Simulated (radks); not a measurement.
Values are calculated unless marked as measured or tabulated.
Problem. All-electron atom: Tm59+ in [Ne]. Code: a radial shooting solver on a logarithmic mesh with Libxc functionals. Model: Dirac Kohn-Sham, PBE, spin-unpolarised, spherical densities, finite nucleus; Fermi nuclear charge, rms radius 5.2256 fm. Some entries of the table are withheld. Estimate them.

orbital,occ.,eigenvalue (eV),<r^2> (bohr^2),<1/r> (bohr^-1)
1s1/2,2,(1),0.0005474,(2)
2s1/2,2,-14628.45,0.008150,19.41
2p1/2,2,(3),0.005837,19.33
2p3/2,4,(4),0.006959,16.71
3s1/2,0,-6088.454,(5),7.984
3p1/2,0,-5956.122,0.03997,(6)
3p3/2,0,-5676.689,0.04429,(7)

Solution. 
(1) 1s1/2 eigenvalue (eV): -64162.20
(2) 1s1/2 <1/r> (bohr^-1): 79.12
(3) 2p1/2 eigenvalue (eV): -14237.79
(4) 2p3/2 eigenvalue (eV): -13219.01
(5) 3s1/2 <r^2> (bohr^2): 0.04471
(6) 3p1/2 <1/r> (bohr^-1): 7.914
(7) 3p3/2 <1/r> (bohr^-1): 7.196
